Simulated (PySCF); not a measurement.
The third ionisation energy along the 3d series

Calculated with PySCF 2.14 from differences of total energies of unrestricted determinants, without spin-orbit coupling. Values in eV. The last column holds reference values (NIST; (s) semi-empirical, (t) theoretical, else measured). Unmarked ones compare directly (S terms, centres of terms, or small fine structure); those marked * lie between the lowest fine-structure levels and include a spin-orbit shift.

```
                         element        configurations     PBE    PBE0  MP2 (valence)  SCS-MP2 (valence)  MP2 (valence and next inner shell)  SCS-MP2 (valence and next inner shell)          reference
Sc (x2c-QZVPPall, spin-free X2C)       [Ar] 3d1 → [Ar]  25.371  25.223            n/a                n/a                              24.354                                  24.312           24.757 *
Ti (x2c-QZVPPall, spin-free X2C)   [Ar] 3d2 → [Ar] 3d1  27.988  27.863         26.757             26.669                              27.224                                  27.124           27.492 *
 V (x2c-QZVPPall, spin-free X2C)   [Ar] 3d3 → [Ar] 3d2  29.843  29.663         28.570             28.305                              29.197                                  28.915           29.311 *
Cr (x2c-QZVPPall, spin-free X2C)   [Ar] 3d4 → [Ar] 3d3  31.532  31.322         30.361             29.906                              31.070                                  30.609   30.959 ± 0.025 *
Mn (x2c-QZVPPall, spin-free X2C)   [Ar] 3d5 → [Ar] 3d4  34.081  33.896         33.221             32.648                              33.819                                  33.278   33.668 ± 0.012 *
Fe (x2c-QZVPPall, spin-free X2C)   [Ar] 3d6 → [Ar] 3d5  31.492  31.001         29.962             30.168                              30.445                                  30.434   30.651 ± 0.012 *
Co (x2c-QZVPPall, spin-free X2C)   [Ar] 3d7 → [Ar] 3d6  34.147  33.698         33.083             33.193                              33.496                                  33.442  33.5 ± 0.06 (s) *
Ni (x2c-QZVPPall, spin-free X2C)   [Ar] 3d8 → [Ar] 3d7  35.835  35.328         34.950             34.896                              35.453                                  35.234   35.187 ± 0.019 *
Zn (x2c-QZVPPall, spin-free X2C)  [Ar] 3d10 → [Ar] 3d9  40.127  39.634         40.034             39.670                              40.520                                  40.053           39.723 *
```

Q: Fill in the row of Cu (x2c-QZVPPall, spin-free X2C) ([Ar] 3d9 → [Ar] 3d8).

A: PBE 37.387; PBE0 36.856; MP2 (valence) 36.809; SCS-MP2 (valence) 36.569; MP2 (valence and next inner shell) 37.363; SCS-MP2 (valence and next inner shell) 36.971; reference 36.841 ± 0.012 * (eV).

"Valence" correlates the outer s and p shells and, in groups 3 to 12 and the f block, the outer d or f shell, open or full, or the next shell where the ion has no valence electron left; the wider scheme adds the next inner shell.
